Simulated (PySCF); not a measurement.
Input file for PySCF: R-B3LYP/6-311+G** on BClH2O (SMILES OBCl), a point of a torsion scan.

```python
from pyscf import gto, scf, dft, mp
from pyscf.data.elements import chemcore

mol = gto.M(
    atom='''
    O    -0.97513888   -0.16210052   -0.36717177
    B     0.16518297    0.48565894   -0.21449615
    Cl    1.00603246    0.49444385    1.30162153
    H    -1.34122019   -0.63705983    0.38309863
    H     0.60837095    1.06274457   -1.12930300
    ''',
    basis='6-311+g**',
    charge=0, spin=0, verbose=3, max_memory=1800)
mf = dft.RKS(mol, xc='b3lyp')
mf.conv_tol = 1e-8
mf.max_cycle = 100
mf.kernel()
if not mf.converged:
    mf = mf.newton().run(mf.mo_coeff, mf.mo_occ)
```

Output:

```
converged SCF energy = -561.629304063313
```

The run converged.

Cost: roughly 6 core-seconds.
